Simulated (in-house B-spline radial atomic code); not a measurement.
## RPA and G0W0 on B3LYP (VWN-RPA): Ni VI (Ni5+)

Configuration [Ar] 3d5, highest spin, mean-field start B3LYP (VWN-RPA). Computed with an all-electron radial atomic-structure program (B-spline basis): all electrons, non-relativistic, point nucleus, each spin shell either full or empty, empty states to l = 9 with an (l + 1/2)⁻⁴ tail; G0W0 by contour deformation at full frequency.

Command:
```bash
python run_gw.py task.json out
```
Settings (radii: box in bohr, nucleus in fm):
```
Z                        28
electrons                23
configuration            [Ar] 3d5
hamiltonian              nr
method                   b3lyp
lmax                     9
spin_polarised           True
box_radius               10.43
intervals                49
```

Time taken, with all properties: 1.2 s on 1 thread of Intel(R) Xeon(R) 6975P-C (Granite Rapids) (shared host).

Energies (hartree):

```
                                     term        value
                         mean-field total  -1501.18084
Hartree-Fock functional on these orbitals  -1500.12788
                      direct second order      -1.7362
                    second-order exchange      0.56771
                         SOSEX correction      0.52816
```

What is the RPA correlation energy, and what remains with SOSEX?

RPA gives -1.5501 hartree (-1.83 eV per electron); RPA + SOSEX gives -1.0219, and the second-order doubles -1.1685 hartree (no singles). SOSEX takes back 34 % of the RPA value.

Quasi-particle levels (eV):

| level | occupied | mean field | Σx - vxc | Σc | QP weight | G0W0 |
| --- | --- | --- | --- | --- | --- | --- |
| 3d up | yes | -98.47 | -11.44 | ? | ? | ? |
| 3p down | yes | -155.27 | -10.16 | 0.54 | 0.954 | -164.88 |
| 3d down | no | -85.56 | 13.89 | -5.39 | 0.962 | -77.07 |

G0W0 = mean field + (Σx - vxc) + Σc, with Σc (partial-wave tail included) taken at the quasi-particle energy. Only the outer levels were computed. Levels of low weight are left out.

Where does G0W0 put 3d up?

At -108.43 eV, with Σc = 1.48 eV and a quasi-particle weight of 0.959. The tabulated removal energy is 108 ± 1 eV (NIST, semi-empirical); the calculation leaves out relativity, Breit and QED terms, and what these don't explain is the method's own error.
